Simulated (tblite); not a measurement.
Species: C5H8F2O2Si.
Cartesian coordinates in Å at the GFN2-xTB level; atoms count from 1:
```
atom  x, y, z in Å
O1     0.950    0.310   -1.937
C2     1.578    0.012   -0.961
Si3    3.480    0.024   -0.736
O4     0.986   -0.430    0.192
C5    -0.381   -0.624    0.175
F6    -0.681   -1.834   -0.387
C7    -1.241   -0.164    1.300
C8    -1.342    0.499   -0.059
C9    -2.541    0.269   -0.939
F10   -3.550    1.139   -0.602
H11    3.942   -1.331   -1.031
H12    3.734    0.388    0.655
H13    4.013    0.993   -1.689
H14   -0.772    0.376    2.106
H15   -2.040   -0.824    1.600
H16   -0.911    1.488   -0.154
H17   -2.292    0.459   -1.989
H18   -2.938   -0.743   -0.821
```

Computed with GFN2-xTB (tblite): harmonic, unscaled wavenumbers at the GFN2-xTB geometry, gas phase. This tight-binding method is rough: wavenumbers can miss measured ones by several per cent, in bad cases by 10 to 20. Modes of hydrogen on silicon can be 10 to 20 % off. One conformer, not necessarily the lowest.

Harmonic wavenumbers (cm⁻¹): 37.4, 46.2, 51.7, 76.6, 98.3, 156.6, 163.7, 223.1, 316.9, 357.1, 386.7, 436.3, 466.4, 498.4, 543.9, 570.0, 625.2, 741.9, 745.5, 757.1, 771.4, 828.2, 870.5, 889.0, 905.8, 1001.0, 1024.7, 1036.3, 1052.8, 1055.9, 1106.0, 1143.7, 1161.3, 1212.7, 1265.4, 1322.7, 1383.6, 1437.3, 1462.4, 1776.2, 2293.7, 2306.6, 2314.4, 2953.7, 2963.4, 3060.1, 3099.0, 3122.0.

A = 2437, B = 552.2, C = 517.1 MHz; mass 166.026 u (most abundant isotopes); point group C1, symmetry number 1.

Question: What is the zero-point energy?

Answer: ½Σν̃ = 26059 cm⁻¹ = 311.74 kJ/mol.

Question: Give the ideal-gas entropy at 350 K and 1 bar in the rigid-rotor, harmonic-oscillator model (classical rotation).

Answer: Translation 175.95, rotation 129.67, vibration 189.48: S = 495.1 J/(mol K).

Question: And Cp and H(350 K) − H(0)?

Answer: Cp = 204.95 J/(mol K), of which vibrations give 171.69 (their classical limit is 48 R = 399.1); H(350 K) − H(0) = 43.80 kJ/mol without the zero-point energy, 32.16 from vibrations.

Question: Which modes carry the vibrational entropy at 350 K?

Answer: 37.4 cm⁻¹: 23.89; 46.2 cm⁻¹: 22.14; 51.7 cm⁻¹: 21.21; 76.6 cm⁻¹: 17.96; 98.3 cm⁻¹: 15.90; 156.6 cm⁻¹: 12.12 J/(mol K); the other 42 give 76.27 together.

Question: Blend soft modes into free rotors: weight 1/[1 + (100 cm⁻¹/ν̃)⁴] for the oscillator and the rest for a rotor with moment μB/(μ + B), μ = h/(8π²ν), B = 10⁻⁴⁴ kg m². What vibrational entropy results?

Answer: 165.81 J/(mol K) in place of 189.48, which changes −T·S at 350 K by +8.29 kJ/mol.

Question: How do the functions run with temperature in this model?

Answer: 
```tsv
T (K)	S (J/(mol K))	Cp (J/(mol K))	H − H(0) (kJ/mol)	G − H(0) (kJ/mol)	ln q(vib)
100	323.1	92.6	6.58	-25.73	3.20
200	400.8	137.1	18.03	-62.12	6.84
300	465.2	183.5	34.08	-105.47	10.15
500	577.6	257.7	78.72	-210.07	16.35
800	714.3	322.3	166.73	-404.69	24.78
1000	789.2	348.5	233.96	-555.21	29.82
```

q(vib) and H(0) count from the zero-point level.

Hindered rotation and anharmonicity are outside this model. Other conformers, if any are populated, would add a mixing term that is left out. The structure is chiral; the term R ln 2 for an equal mix with its mirror image is left out.
